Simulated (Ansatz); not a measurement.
Start from `C[SiH2]SCF` and change one atom or group to get `FCS[SiH3]`.

Ansatz, PBE0-D4/def2-TZVP geometries, multiplicity 1. Each molecule was computed in one conformer, which needn't be the lowest.

```tsv
property	`C[SiH2]SCF`
LUMO energy (PBE/def2-TZVPP) / eV	-0.54
size of the dipole moment (B3LYP/def2-TZVPP) / D	1.07
HOMO energy (PBE/def2-TZVPP) / eV	-6.15
HOMO–LUMO gap (ωB97M-V/def2-TZVPP) / eV	11.74
LUMO energy (ωB97M-V/def2-TZVPP) / eV	2.18
HOMO energy (PBE0/def2-TZVPP) / eV	-7.37
```

(1) What does the change do to each property? (Estimate.)

Results:

(1) Computed: 
```tsv
property	`FCS[SiH3]`	shift
LUMO energy (PBE/def2-TZVPP) / eV	-0.90	-0.36
size of the dipole moment (B3LYP/def2-TZVPP) / D	1.40	0.33
HOMO energy (PBE/def2-TZVPP) / eV	-6.31	-0.16
HOMO–LUMO gap (ωB97M-V/def2-TZVPP) / eV	11.48	-0.26
LUMO energy (ωB97M-V/def2-TZVPP) / eV	1.75	-0.43
HOMO energy (PBE0/def2-TZVPP) / eV	-7.53	-0.16
```

With PBE0 the HOMO falls by 0.16 eV and the LUMO falls by 0.39 eV, so the gap narrows by about 0.23 eV. PBE moves the HOMO by -0.16 eV and ωB97M-V by -0.16 eV. Dipoles are sizes alone; their direction can turn.

B3LYP here is the variant with VWN-RPA as its local correlation; programs differ in this.
